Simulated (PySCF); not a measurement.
Compound: C7H10GeS.
Atom-mapped SMILES: `[cH:1]1[cH:2][s:3][c:4]([GeH:5]2[CH2:6][CH2:7][CH2:8]2)[cH:9]1` (hydrogens: H10 on C1; H11 on C2; H12 on Ge5; H13, H14 on C6; H15, H16 on C7; H17, H18 on C8; H19 on C9)

Method used: PBE0-D3(BJ)/def2-SVP geometry optimisation, gas phase (PySCF 2.14.0).

Task: Give the optimised bond lengths and angles.

Result: 
| bond | length (Å) | order |
| --- | --- | --- |
| C1–C2 | 1.371 | aromatic |
| C2–S3 | 1.714 | aromatic |
| S3–C4 | 1.726 | aromatic |
| C4–Ge5 | 1.933 | single |
| Ge5–C6, Ge5–C8 | 1.978 | single |
| C6–C7, C7–C8 | 1.549 | single |
| C4–C9 | 1.379 | aromatic |
| C1–C9 | 1.422 | aromatic |
| C1–H10 | 1.091 | single |
| C2–H11 | 1.090 | single |
| Ge5–H12 | 1.541 | single |
| C6–H13, C8–H17 | 1.099 | single |
| C6–H14, C8–H18 | 1.102 | single |
| C7–H15 | 1.102 | single |
| C7–H16 | 1.103 | single |
| C9–H19 | 1.092 | single |

Bonds in one row agree within 0.01 Å and their mean is given. Orders are formal, as drawn. A selection of angles:
| angle | degrees |
| --- | --- |
| C2–C1–C9 | 112.4 |
| C1–C2–S3 | 111.3 |
| C2–S3–C4 | 92.8 |
| S3–C4–Ge5 | 121.3 |
| S3–C4–C9 | 110.1 |
| Ge5–C4–C9 | 128.6 |
| C4–Ge5–C6 | 118.6 |
| C4–Ge5–C8 | 118.3 |
| C6–Ge5–C8 | 75.3 |
| Ge5–C6–C7 | 88.5 |
| C6–C7–C8 | 102.6 |
| C1–C9–C4 | 113.4 |

Torsions: S3–C4–Ge5–C6 48° (synclinal); C4–Ge5–C6–C7 -130° (anticlinal); Ge5–C6–C7–C8 19° (synperiplanar); C6–C7–C8–Ge5 -19° (synperiplanar); C4–Ge5–C8–C7 130° (anticlinal). The mirror-image conformer, all signs reversed, is as good.

The 5-membered ring C1–C2–S3–C4–C9 has internal angles of 92.8° to 113.4° (sum 540°, against 540° for a flat polygon); it is planar, 0.00 Å rms from its mean plane, widest ring torsion 0°. S3 (thiophene-type sulfur) is bent (angle 92.8°). Ge5 (germanium bonded to 3 C and H) has angles from 75.3° to 118.6°. The C–C distances run from 1.371 Å (C1–C2, aromatic) to 1.549 Å (C6–C7, drawn single), a spread of 0.178 Å. The 3 C–Ge bonds span 1.933 Å (C4–Ge5, drawn single) to 1.978 Å (Ge5–C6, drawn single), a spread of 0.045 Å. The 4-membered ring Ge5–C6–C7–C8 has internal angles of 75.3° to 102.6° (sum 355°, against 360° for a flat polygon); it is puckered, 0.13 Å rms from its mean plane, widest ring torsion 19°.

Point group: near Cs, missed by 0.23 Å at most; the miss may be what the optimiser left on a soft mode. No frequency check. The numbers are those of one conformer.
